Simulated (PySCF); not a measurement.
F₃HOSi, SMILES F[Si](F)(F)O.

Coordinates come from a PBE-D3(BJ)/def2-SVP optimisation. Other conformers were not sampled.

Level of theory: PySCF with M06-2X/def2-TZVP.

Symmetry labels are those of the subgroup Cs that the program uses (full group Cs).

Q: List the valence orbital energies around the gap with their symmetry. (Estimate from the structure and the level; the computed values follow.)

A: 
```
orbital  symmetry  energy (eV)
-------  --------  -----------
HOMO−7         A'       -15.71
HOMO−6         A"       -15.51
HOMO−5         A'       -15.49
HOMO−4         A"       -14.96
HOMO−3         A'       -14.88
HOMO−2         A"       -14.48
HOMO−1         A'       -13.47
HOMO           A"       -12.63
LUMO           A'         0.59
LUMO+1         A'         2.34
LUMO+2         A'         2.81
LUMO+3         A"         3.01
```
